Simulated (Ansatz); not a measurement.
One change: `C=C[Si](O)(O)O` becomes `O[Si](O)(O)[SeH]`.

Ansatz, PBE0-D4/def2-TZVP geometries, multiplicity 1. Each molecule was computed in one conformer, which needn't be the lowest.

Scalar relativity is left out up to krypton.

```
                                                                                  property  `C=C[Si](O)(O)O`
                                                       LUMO energy (B3LYP/def2-TZVPP) / eV             -0.69
                                        size of the dipole moment (ωB97M-V/def2-TZVPP) / D              1.30
                                                        HOMO energy (PBE0/def2-TZVPP) / eV             -8.07
ideal-gas entropy at 298 K and 1 bar (rigid rotor, harmonic PBE0-D4/def2-TZVP) / J/(mol·K)               368
                                                     HOMO energy (ωB97M-V/def2-TZVPP) / eV            -10.35
                                                         LUMO energy (PBE/def2-TZVPP) / eV             -1.47
```

Question: What does the change do to each property? (Estimate.)

Answer: Ansatz gave: 
```
                                                                                  property  `O[Si](O)(O)[SeH]`  shift
                                                       LUMO energy (B3LYP/def2-TZVPP) / eV               -0.17   0.52
                                        size of the dipole moment (ωB97M-V/def2-TZVPP) / D                1.90   0.60
                                                        HOMO energy (PBE0/def2-TZVPP) / eV               -7.10   0.97
ideal-gas entropy at 298 K and 1 bar (rigid rotor, harmonic PBE0-D4/def2-TZVP) / J/(mol·K)                 367     -1
                                                     HOMO energy (ωB97M-V/def2-TZVPP) / eV               -9.27   1.08
                                                         LUMO energy (PBE/def2-TZVPP) / eV               -0.70   0.77
```

With PBE0 the HOMO rises by 0.97 eV and the LUMO rises by 0.64 eV, so the gap narrows by about 0.33 eV. PBE moves the HOMO by 0.97 eV and ωB97M-V by 1.08 eV. The zero-point energy changes by -89.7 kJ/mol with -9 modes. Dipoles are sizes alone; their direction can turn.

B3LYP here is the variant with VWN-RPA as its local correlation; programs differ in this.

Spin–orbit coupling is left out; it splits and shifts lone-pair levels of the heavy atoms by tenths of an eV.
